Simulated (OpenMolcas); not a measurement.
Ionisation energies of titanium

```yaml
Program: OpenMolcas 26.06
Basis: ANO-RCC-VDZP [5s4p2d1f]
Scalar_Hamiltonian: DKH2, point nucleus
Spin-orbit_coupling: state interaction with AMFI integrals over the reference wave functions, term energies averaged over their components
```

Active shells in each charge state: the valence d shell, with orbitals averaged over the low states. Where CASPT2's correlated closed shells are named, they are those of the first ion.

A. CASSCF
B. SS-CASPT2, IPEA 0.25 Eh, imaginary shift 0.1 Eh (closed shells correlated: 3s 3p)
C. SS-CASPT2, IPEA 0 Eh, imaginary shift 0.1 Eh (closed shells correlated: 3s 3p)
D. SS-CASPT2, IPEA 0.25 Eh, imaginary shift 0.1 Eh (closed shells correlated: 2s 2p 3s 3p)
E. SS-CASPT2, IPEA 0.25 Eh, imaginary shift 0.1 Eh (closed shells correlated: none)

Energies in eV between the lowest computed levels, named as in B; reference values from the NIST Atomic Spectra Database with their kind.

```
          From              To       A       B       C       D       E  Spin-orbit share in B          Reference
  Ti2+ 3d² ³F₂  Ti3+ 3d ²D_3/2  26.530  27.171  27.242  27.175  26.672                 +0.004  27.492 (measured)
Ti3+ 3d ²D_3/2    Ti4+ 3p⁶ ¹S₀  42.348  42.795  42.855  42.792  42.348                 +0.028  43.267 (measured)
```

Error against the reference values, in %:

```tsv
From	Reference	A	B	C	D	E
Ti2+	measured	-3.5	-1.2	-0.9	-1.2	-3.0
Ti3+	measured	-2.1	-1.1	-1.0	-1.1	-2.1
```

Mean absolute error over the 2 measured values: A 0.94 eV, B 0.40 eV, C 0.33 eV, D 0.40 eV, E 0.87 eV. C lies closest.

The lowest level within the active space need not be the ion's true ground level.
